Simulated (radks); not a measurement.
Problem. Species: neutral zirconium. Configuration: [Kr] 4d2 5s1 7s1 (not the ground configuration). Calculated with a radial shooting solver on a logarithmic mesh with Libxc functionals: Dirac Kohn-Sham, LDA (Slater exchange, Perdew-Wang correlation), spin-unpolarised, spherical densities, point nucleus; open shells fill j = l - 1/2 first.

Spin-orbit splittings of the eigenvalues, e(l+1/2) - e(l-1/2), with zeta = 2 splitting/(2l+1) and mean radii in bohr:

shell  occ.  splitting (eV)  zeta (eV)  <r> j=l-1/2  <r> j=l+1/2
2p        6               ?          ?       0.1387       0.1431
3p        6           13.67      9.111       0.4555       0.4661
3d       10           2.499     0.9995       0.4507       0.4543
4p        6           1.805      1.204        1.347        1.378
4d        2          0.1408    0.05633        2.139        2.160

Estimate the 2p splitting.

Solution. 85.71 eV (zeta = 57.14 eV).
